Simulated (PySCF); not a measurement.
C3H10Si2, SMILES [SiH3][C@H]1C[C@@H]1[SiH3].

The structure is a stationary point at ωB97X-D3(BJ)/def2-SVP. The structure was generated by enumeration; whether it is a known compound was not checked.

These are r2SCAN/def2-TZVP run with PySCF values and carry that method's errors.

Isolated molecule, no solvent.

```json
{
 "total_energy": "-699.20872 hartree",
 "point_group": "C2",
 "highest_occupied_level": "-7.27 eV",
 "lowest_empty_level": "0.21 eV",
 "orbital_gap": "7.48 eV",
 "dipole_moment": "0.52 D",
 "quadrupole, principal values (traceless, Buckingham form, about the centre of nuclear charge)": "-4.22, 1.21, 3.01 D·Å",
 "mean_static_polarisability": "89.3 bohr³ (13.24 Å³)",
 "polarisability_principal_values": "76.5, 83.3, 108.1 bohr³"
}
```
